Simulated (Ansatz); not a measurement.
```xyz
12

C    -1.0310   -1.3299   -0.4051
Si   -0.9812    0.4081   -1.0648
S    -0.2801    1.8580    0.3872
Ti    1.5569    0.8993    1.2061
Cl    1.0096   -0.6245    2.6649
Cl    2.6268   -0.0374   -0.4429
Cl    2.7090    2.4805    2.1407
H    -0.0295   -1.7262   -0.2310
H    -1.5289   -1.9704   -1.1390
H    -1.5909   -1.3759    0.5307
H    -2.3475    0.8926   -1.3855
H    -0.1132    0.5259   -2.2613
```

Charge 0, multiplicity 1.

Problem. List the r2SCAN/def2-TZVPP orbital energies in eV (Ansatz). (Best estimate.)

Solution. Computed: Occupied: -4858.13, -2753.78, -2753.76, -2753.63, -2409.35, -1791.93, -539.91, -450.05, -450.01, -450.00, -273.21, -255.18, -255.16, -255.03, -213.84, -193.65, -193.63, -193.61, -193.61, -193.59, -193.59, -193.51, -193.47, -193.46, -157.86, -157.80, -157.78, -142.32, -97.24, -97.15, -97.13, -65.03, -41.09, -41.01, -40.94, -21.45, -21.25, -21.15, -19.08, -18.35, -13.35, -11.07, -10.97, -10.17, -9.90, -9.85, -9.56, -9.45, -9.35, -9.25, -9.12, -9.07, -8.73, -8.56, -8.38, -7.94, -7.22. Lowest empty: -4.27, -4.09, -3.53, -3.35, -3.27, -0.30, 0.21, 0.72.
